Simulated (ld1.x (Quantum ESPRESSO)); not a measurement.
## Bi, TM: configuration errors across variants

```json
{"Element": "bismuth", "Generator": "ld1.x (Quantum ESPRESSO) 7.5", "Type": "norm-conserving Troullier–Martins (Kleinman–Bylander form)", "Functional": "PBE", "Relativity": "scalar-relativistic", "Frozen core": "[Xe] 4f14", "Valence charge": "15", "Reference configuration": "5d10 6s2 6p3", "Partial waves": "6s (bound): rc 2.00 bohr; 6p (bound): rc 2.05 bohr; 5d (bound): rc 1.15 bohr", "Local potential": "the d channel", "Core correction": "a·sin(br)/r model core inside 0.60 bohr"}
```

All-electron excitation energies from the reference (eV): (1) 5d10 6s2 6p2 7.913; (2) 5d10 6s2 6p1 23.160; (3) 5d10 6s2 6p0 46.502; (4) 5d10 6s1 6p4 10.082; (5) 5d10 6s1 6p0 91.907; (6) 5d10 6s1 6p3 18.731.

Tests that are not counted but printed errors over 1 eV. “base”: 5d9 6s2 6p4 (solver errors, printed error -1689 eV). “core correction a·sin(br)/r model core inside 1.02 bohr”: 5d9 6s2 6p4 (solver errors, printed error -1570 eV). “wave 6s (bound): rc 2.00 bohr becomes 6s (bound): rc 1.26 bohr”: 5d9 6s2 6p4 (solver errors, printed error -1617 eV). “wave 5d (bound): rc 1.15 bohr becomes 5d (bound): rc 0.92 bohr”: 5d9 6s2 6p4 (solver errors, printed error -153 eV). “wave 6s (bound): rc 2.00 bohr becomes 6s (bound): rc 2.16 bohr”: 5d9 6s2 6p4 (solver errors, printed error -1691 eV).

1 further variants failed, have other tests or too few solved ones, and are left out.

A true bound ghost makes a file unfit for plane-wave use even where its test errors are small: the radial tests pick states by their node count and pass the ghost by. Where a test does run into it, the solver fails or the error is huge.

Errors AE − PS in meV (a dash: test not solved or not reliable):

```tsv
change	(1)	(2)	(3)	(4)	(5)	(6)	bound ghosts
base	-7.6	-24	-36	-12	-71	-28	s, p
core correction a·sin(br)/r model core inside 1.02 bohr	-7.6	-24	-36	-12	-71	-28	s, p
wave 6p (bound): rc 2.05 bohr becomes 6p (bound): rc 1.64 bohr	-17	-48	-34	-22	-60	-64	s, p
wave 6s (bound): rc 2.00 bohr becomes 6s (bound): rc 1.26 bohr	-8.8	-32	-59	-82	-117	-92	s, p
wave 5d (bound): rc 1.15 bohr becomes 5d (bound): rc 0.92 bohr	-2.3	-7.6	-28	-4.2	-57	-0.4	s, p
all radii but the core radius scaled by about 0.83 (s 1.66, p 1.70, d 0.96 bohr)	-6.5	-19	-21	-10	-44	-22	s, p
wave 6p (bound): rc 2.05 bohr becomes 6p (bound): rc 1.90 bohr	-9.5	-28	-30	-14	-67	-37	s, p
wave 6s (bound): rc 2.00 bohr becomes 6s (bound): rc 2.16 bohr	-7.7	-24	-36	-13	-71	-29	s, p
all radii but the core radius scaled by about 1.22 (s 2.44, p 2.50, d 1.40 bohr)	-5.8	-20	-36	-17	-67	-24	s, p
core correction none	-7.1	-19	-11	-8.5	+18	-24	s, p
```

Question: Give the same row for: all radii but the core radius scaled by about 0.74 (s 1.48, p 1.52, d 0.84 bohr).

Answer: -0.7, -1.6, -21, -4.8, -36, +5.3; bound ghosts: s, p.
